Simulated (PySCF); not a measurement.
Constitutional and geometric isomers with formula C2H2BN. All species are isolated molecules in the gas phase. Strings in code marks are SMILES.

Level of theory: PySCF with B3LYP-D3(BJ)/def2-TZVP. B3LYP has the VWN-RPA correlation part, as in Gaussian. 

```tsv
species	S1 oscillator strength	LUMO (eV)	HOMO–LUMO gap (eV)
`B(C#C)=N`	(withheld)	-1.01	6.86
`B=NC#C`	0.000	-0.88	6.14
`N#CB=C`	0.000	-3.23	(withheld)
`B=C=C=N`	0.000	(withheld)	4.81
`B=CC#N`	0.000	-2.88	4.44
```

### Question
Fill in the missing entries.

### Answer

- `B(C#C)=N`, S1 oscillator strength: 0.000
- `N#CB=C`, HOMO–LUMO gap (eV): 4.04
- `B=C=C=N`, LUMO (eV): -2.04
